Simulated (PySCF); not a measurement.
## A search over the determinants of CsH

Unrestricted PBE0; basis Cs def2-SVPD with ECP46, H def2-SVPD; scalar-relativistic core potentials; PySCF 2.14. Outer shells of the fragments: Cs 6s1; H 1s1.

Followed along the bond (rough minima from three points):

```tsv
2Ms+1	unpaired	⟨S²⟩ at the start	R at minimum (Å)	Te (eV)
1	none	0.00	2.58	0.00
3	σ ↑↑	2.00	none in the scan	≤ 1.87
```

Solutions found at the starting distance of 2.525 Å, counted from the lowest of them; the search is not exhaustive and high or unbound solutions are not listed, so other states can lie among these:

```csv
2Ms+1,unpaired,term,E (eV),⟨S²⟩,⟨Lz²⟩,μ (D)
1,none,¹Σ⁺,0.00,0.00,0.00,-7.95
3,σ ↑↑,³Σ⁺,1.99,2.00,0.00,2.34
3,"σ ↑, π ↑",³Π,3.01,2.00,1.00,-2.31
1,"σ ↑, π ↓",mixed,3.05,1.00,1.00,-0.99
3,"σ ↑, δ ↑",³Δ,3.61,2.00,4.00,0.10
1,"σ ↑, δ ↓",mixed,3.61,1.00,4.00,0.10
```

A term symbol is given only where ⟨S²⟩ and ⟨Lz²⟩ are close to those of a pure state; real π, δ and φ orbitals otherwise mix terms. A positive dipole means Cs(−)H(+).

Spin–orbit coupling is left out. Counting both spins, an empty level lies below a filled one in some of these solutions, because spin and occupation are held.
